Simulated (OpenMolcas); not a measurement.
**4d ions of charge +5 along the row**

```yaml
Program: OpenMolcas 26.06
Method: SS-CASPT2, IPEA 0.25 Eh, imaginary shift 0.1 Eh
Basis: ANO-R2
Scalar_Hamiltonian: X2C, finite nucleus
Spin-orbit_coupling: state interaction with AMFI integrals over the reference wave functions, term energies averaged over their components
```

Active space: the 4d shell; CASPT2 also correlates the outermost closed s and p core shells.

B and C come from two terms' centres of gravity (d2, d8: 3P = 15B, 1G = 12B + 2C; d3, d7: 4P = 15B, 2G = 4B + 3C; d4, d6: 3G = 9B + 4C, 3H = 4B + 4C; d5: 4D = 17B + 5C, 4G = 10B + 5C, above the ground term), where all their levels are at least 80 % pure. ζ = ±2S·A comes from the whole width of the ground multiplet by E(J) = (A/2) J(J+1), where its levels are at least 85 % pure. Energies in cm-1.

```csv
Ion,Configuration,Lowest level,Weight (%),B,C,ζ,ζ measured
Tc5+,4d²,³F₂,98,833,3352,1252,
Ru5+,4d³,⁴F_3/2,98,,,1430,
Rh5+,4d⁴,⁵D₀,96,,,1801,
Pd5+,4d⁵,⁶S_5/2,98,,,,
Ag5+,4d⁶,⁵D₄,97,,,2077,2152
```

Measured columns use the levels in the list in Gamrath, thesis, University of Mons (2023) (Ag5+).

The computed ζ goes from 1252 (Tc5+) to 2077 cm-1 (Ag5+), a factor of 1.66, rising at every step.

CASPT2 does not keep the components of a term degenerate, so their means are used; among the low terms the widest spread is 500 cm-1 (4d² ¹G, Tc5+). The CASPT2 spread within a term exceeds the gap to the next term for 4d³ ²P and 4d³ ²H, so the order of their levels is uncertain (holds for Ru5+). Measured partners are found by configuration, term and J. A level has none where our copy of the source lacks it or the pairing is in doubt (some pairs that miss far off the trend of their configuration count as doubtful), and it then counts in no deviation. Levels of configurations outside the active space are missing.
